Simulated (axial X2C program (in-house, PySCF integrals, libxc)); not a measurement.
Values are calculated unless marked as measured or tabulated.
RuB⁻: input and output

Program: an in-house all-electron X2C program for linear molecules (integrals from PySCF).

Input file and command:
```json
{
 "zs": [
  44,
  5
 ],
 "q": -1,
 "bas": [
  "dyall-acv3z",
  "dyall-av3z"
 ],
 "levels": [
  "PBE0",
  "HF",
  "M06"
 ],
 "cc": true,
 "r0": 2.1,
 "thr": -2.0,
 "nmax": 90,
 "npts": 10,
 "nst": 2,
 "ntry": 6
}
```
```bash
python so2c.py task.json out
```

Keys: zs atomic numbers; q charge; bas basis sets; levels methods; cc coupled cluster on or off; r0 starting distance in Å; thr threshold in hartree for freezing inner shells (an s shell follows its p shell); nmax most natural virtual spinors; npts points on the curve; nst determinants followed; ntry starts of the search. HF also brings MP2.

Output of the PBE0 step, without spin–orbit coupling, at R = 1.718 Å for the state M_S = 1, Λ = 2. It starts from the PBE0 orbitals of the search at 1.718 Å.

```
spin-free X2C-1e  PBE0
basis functions 217  fitting functions 1048  grid points 5075
iter        total energy     max residual
   1      -4554.886382221     1.17e-05
   2      -4554.886382222     1.96e-05
converged
one-electron -6425.47109460  Coulomb 1941.45714740  exact exchange -34.08245063  xc functional -104.55423725  nuclear repulsion 67.76425285
```
Energies are in hartree; totals compare only within one Hamiltonian and basis. The determinant is spin-polarised beyond a pure state at some levels (its spin-free form has ⟨S²⟩ too high), which makes Re and μ there less reliable.
